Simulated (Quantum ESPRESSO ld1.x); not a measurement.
Nd III, 58 electrons, occupied as [Xe] 4f4. All-electron calculation, scalar-relativistic Kohn-Sham, PW91, spin-unpolarised, spherical densities, point nucleus. Program: ld1.x of Quantum ESPRESSO 7.5.

Normalised radial functions P(r) = r R(r), r in bohr:

| r | 4d | 5s | 5p |
|---|---|---|---|
| 0.0009583 | 0.0000 | 0.0355 | 0.0007 |
| 0.001268 | 0.0000 | 0.0447 | 0.0011 |
| 0.001678 | 0.0000 | 0.0560 | 0.0018 |
| 0.00222 | 0.0001 | 0.0694 | 0.0030 |
| 0.002937 | 0.0001 | 0.0850 | 0.0048 |
| 0.003886 | 0.0003 | 0.1024 | 0.0078 |
| 0.005142 | 0.0006 | 0.1205 | 0.0126 |
| 0.006803 | 0.0012 | 0.1371 | 0.0201 |
| 0.009002 | 0.0027 | 0.1486 | 0.0316 |
| 0.01191 | 0.0057 | 0.1494 | 0.0489 |
| 0.01576 | 0.0119 | 0.1322 | 0.0736 |
| 0.02085 | 0.0245 | 0.0892 | 0.1065 |
| 0.02759 | 0.0490 | 0.0157 | 0.1459 |
| 0.03621 | 0.0926 | -0.0803 | 0.1835 |
| 0.04791 | 0.1696 | -0.1818 | 0.2061 |
| 0.0634 | 0.2909 | -0.2404 | 0.1880 |
| 0.08388 | 0.4566 | -0.1984 | 0.1039 |
| 0.111 | 0.6359 | -0.0268 | -0.0493 |
| 0.1468 | 0.7462 | 0.2140 | -0.2210 |
| 0.1943 | 0.6605 | 0.3527 | -0.2994 |
| 0.2571 | 0.2753 | 0.2099 | -0.1727 |
| 0.3402 | -0.3663 | -0.1879 | 0.1410 |
| 0.4501 | -1.0095 | -0.5069 | 0.4197 |
| 0.5955 | -1.3181 | -0.3666 | 0.3778 |
| 0.7879 | -1.1592 | 0.2188 | -0.0426 |
| 1.034 | -0.7414 | 0.7891 | -0.5596 |
| 1.368 | -0.3350 | 0.9737 | -0.8666 |
| 1.811 | -0.1031 | 0.7348 | -0.8087 |
| 2.396 | -0.0198 | 0.3639 | -0.5176 |
| 3.17 | -0.0021 | 0.1149 | -0.2275 |
| 4.194 | -0.0001 | 0.0217 | -0.0664 |
| 5.549 | 0.0000 | 0.0020 | -0.0108 |

4d: eigenvalue -129.58 eV, 1 radial node at r = 0.293 bohr, <r> = 0.707 bohr, 90 % of the charge inside 1.06 bohr. 5s: eigenvalue -53.514 eV, 4 radial nodes at r = 0.0290, 0.115, 0.301, 0.719 bohr, <r> = 1.47 bohr, 90 % of the charge inside 2.12 bohr. 5p: eigenvalue -35.049 eV, 3 radial nodes at r = 0.102, 0.303, 0.770 bohr, <r> = 1.71 bohr, 90 % of the charge inside 2.50 bohr.
